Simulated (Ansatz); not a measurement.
Cost and result for the atomization energy of H6O2Si2Sn, SMILES `[SiH3][O][Sn][O][SiH3]` (11 atoms, 10 bonds).

```csv
atom,x (Å),y (Å),z (Å)
Si1,-1.6593,0.4377,-1.0408
O2,-1.8534,-0.6620,0.1506
Sn3,-0.9999,-1.8445,1.4783
O4,0.8474,-1.1742,1.3177
Si5,1.8708,-0.0472,0.7280
H6,-1.6988,1.8204,-0.4923
H7,-2.7545,0.2886,-2.0371
H8,-0.3587,0.2481,-1.7433
H9,2.9848,0.1645,1.6916
H10,1.1774,1.2556,0.5202
H11,2.4441,-0.4870,-0.5729
```

Total charge 0; spin multiplicity 1. Correlated methods include outer-core shells of Sn, which these sets cover unevenly. Sn: def2 effective core potential. All single points use the PBE0-D4/def2-TZVP geometry. It is one conformer, not always the lowest. Program: Ansatz. All runs use 2 threads of an AMD EPYC 7R13 on a shared host and a share of an NVIDIA H100 80 GB. Times are those of one run each, without the atoms' runs, and a repeat can differ threefold. Electronic energies, without spin–orbit coupling; frozen cores. CCSD(T)/CBS adds CCSD(T) − MP2 in def2-TZVPP to the MP2 limit, and its time is that of the two runs behind it. T1 = 0.016. With those shells the extrapolation isn't a true limit. B3LYP takes the VWN-RPA correlation (the form of Gaussian; ORCA's B3LYP/G).

CCSD(T)/CBS is a level of theory with its own doubt, some kJ/mol a heavy atom from the limit and from the frozen cores, so smaller differences don't rank the functionals.

| level | functions | wall time | atomization (kJ/mol) | difference from CCSD(T)/CBS | per bond |
| --- | --- | --- | --- | --- | --- |
| revPBE-D4/def2-TZVPP | 280 | 3.8 s | 3568.1 | -131.6 | -13.2 |
| LDA (SPW92)/def2-TZVPP | 280 | 3.8 s | 4113.9 | 414.2 | 41.4 |
| B97M-V/def2-TZVPP | 280 | 5.5 s | 3687.4 | -12.3 | -1.2 |
| r2SCAN-D4/def2-TZVPP (with forces) | 280 | 6 s | 3656.0 | -43.7 | -4.4 |
| r2SCANh-D4/def2-TZVPP | 280 | 6 s | 3625.4 | -74.3 | -7.4 |
| B3LYP-D4/def2-TZVPP (with forces) | 280 | 6.5 s | 3659.8 | -39.9 | -4.0 |
| B2PLYP/def2-TZVPP | 280 | 6.5 s | 3618.6 | -81.1 | -8.1 |
| PBE-QIDH/def2-TZVPP | 280 | 7 s | 3584.7 | -115.0 | -11.5 |
| CCSD(T)/def2-SVP | 120 | 7 s | 3356.9 | -342.8 | -34.3 |
| PBE0-D4/def2-TZVPP | 280 | 8 s | 3583.0 | -116.7 | -11.7 |
| MP2/def2-QZVPP | 516 | 9.5 s | 3697.1 | -2.6 | -0.3 |
| CCSD(T)/def2-TZVPP | 280 | 11 s | 3571.9 | -127.8 | -12.8 |
| CCSD(T)/CBS(def2) | – | 20 s | 3699.7 | 0.0 | 0.0 |

From r2SCAN to r2SCAN0 (25 % exact exchange), in def2-TZVPP and without D4, the atomization energy moves by −75.4 kJ/mol: exact exchange takes away binding that semilocal exchange gives to molecules. In def2-TZVPP, CCSD(T) changes the Hartree–Fock value by +929.8 kJ/mol (the triples alone add +53.1 kJ/mol) and MP2 by +976.4 kJ/mol; breaking electron pairs costs correlation energy, which Hartree–Fock lacks. The D4 term adds +51.3 kJ/mol with B3LYP and +27.4 kJ/mol with PBE0; it sums over pairs of atoms, weighted by their polarisabilities, and B3LYP, whose exchange is more repulsive, gets the larger term.

Spin–orbit coupling would lower the free Sn atoms strongly, and the atomization energy with them, by more than many differences here. For some Ge, Se and Sn compounds the MP2-based and the directly extrapolated limit differ by 10 to 25 kJ/mol.
